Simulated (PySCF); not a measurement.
CH2BClNP.
SMILES with atom numbers: `[N:1]#[C:2][B:3]([PH2:4])[Cl:5]` (hydrogens: H6, H7 on P4)

Computed with PBE0-D3(BJ)/def2-SVP geometry optimisation, gas phase in PySCF 2.14.0.

**Question.** Give the optimised bond lengths and angles.

**Answer.** 
| bond | length (pm) | order |
| --- | --- | --- |
| N1≡C2 | 116.1 | triple |
| C2–B3 | 153.9 | single |
| B3–P4 | 189.0 | single |
| B3–Cl5 | 174.4 | single |
| P4–H6, P4–H7 | 142.0 | single |

Bonds in one row agree within 1 pm and their mean is given. Orders are formal, as drawn. A selection of angles:
| angle | degrees |
| --- | --- |
| N1–C2–B3 | 177.7 |
| C2–B3–P4 | 119.3 |
| C2–B3–Cl5 | 118.4 |
| P4–B3–Cl5 | 121.9 |
| B3–P4–H6 | 99.5 |
| H6–P4–H7 | 99.2 |

B3 (three-coordinate boron) is planar (angles 121.9°, 119.3° and 118.4°, sum 359.6°, 0.06 Å off the plane of its three neighbours). P4 (three-coordinate phosphorus) is pyramidal (angles 99.5°, 99.3° and 99.2°, sum 298.0°, 0.73 Å off the plane of its three neighbours).

Stationary, but not proved a minimum. One conformer, not necessarily the lowest (C2–B3–P4–H 144° and 43°).
